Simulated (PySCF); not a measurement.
Species: C8H7N.
Geometry (PBE0-D3(BJ)/def2-SVP, Å), atoms numbered from 1 in this order:
```xyz
16
C8H7N angstrom
C     -1.6579    2.3253    0.1773
C     -0.9505    1.3491    0.0453
C     -0.1254    0.1946   -0.1086
C     -0.7676   -1.1172   -0.1850
C     -2.0911   -1.3155   -0.1219
C      1.2358    0.3281   -0.1824
C      2.1893   -0.8252   -0.3435
C      1.8135    1.6307   -0.1070
N      2.3291    2.6696   -0.0507
H     -2.2676    3.2028    0.2923
H     -0.1030   -1.9765   -0.3021
H     -2.7815   -0.4756   -0.0054
H     -2.5138   -2.3205   -0.1854
H      2.0055   -1.3668   -1.2845
H      3.2271   -0.4703   -0.3583
H      2.0909   -1.5445    0.4842
```

All values: CAM-B3LYP/def2-SVPD (PySCF, non-relativistic), on one gas-phase PBE0-D3(BJ)/def2-SVP geometry that isn't relaxed in the solvent. The solvent is an IEF-PCM continuum (cavity from Bondi-type radii × 1.2), and excitations are vertical TDDFT with non-equilibrium linear response and a frozen core. Specific hydrogen bonds and non-electrostatic terms are outside this model.

```json
{"run": "gas", "E − E(gas) (kcal/mol)": "0.00", "HOMO (eV)": "-8.21", "HOMO–LUMO gap (eV)": "6.78", "dipole (D)": "4.41", "lowest singlet (eV)": "4.53", "static polarisability (au)": "107.8"}
{"run": "P", "E − E(gas) (kcal/mol)": "-3.71", "HOMO (eV)": "-8.17", "HOMO–LUMO gap (eV)": "6.78", "dipole (D)": "5.14", "lowest singlet (eV)": "4.33", "static polarisability (au)": "125.8"}
{"run": "Q", "E − E(gas) (kcal/mol)": "-7.92", "HOMO (eV)": "-8.16", "HOMO–LUMO gap (eV)": "6.76", "dipole (D)": "6.01", "lowest singlet (eV)": "4.36", "static polarisability (au)": "150.5"}
```

Task: The runs were made in acetone and benzene. Which run belongs to which solvent?

Result: P = benzene, Q = acetone. The dielectric constants are 2.271 (benzene), 20.49 (acetone), and the energy falls further as ε rises. The optical constants n² used for the excitations are 2.25, 1.85 in the same order. In this model the ground state sees the solvent through ε alone.

Task: How constant is the ratio of the lowering to (ε − 1)/(2ε + 1)?

Result: 
```tsv
solvent	(ε − 1)/(2ε + 1)	E − E(gas) (kcal/mol)	ratio (kcal/mol)	polarisation term (kcal/mol)
benzene	0.229	-3.71	-16.2	-4.09
acetone	0.464	-7.92	-17.1	-9.71
```

The ratio changes by +5.6 % in size from benzene to acetone. The polarisation term is half the interaction of the solute with the induced surface charges.

Rough CPU time on one thread of a shared machine: about 1.9 min. This is the whole response run at CAM-B3LYP/def2-SVPD in acetone, SCF included.
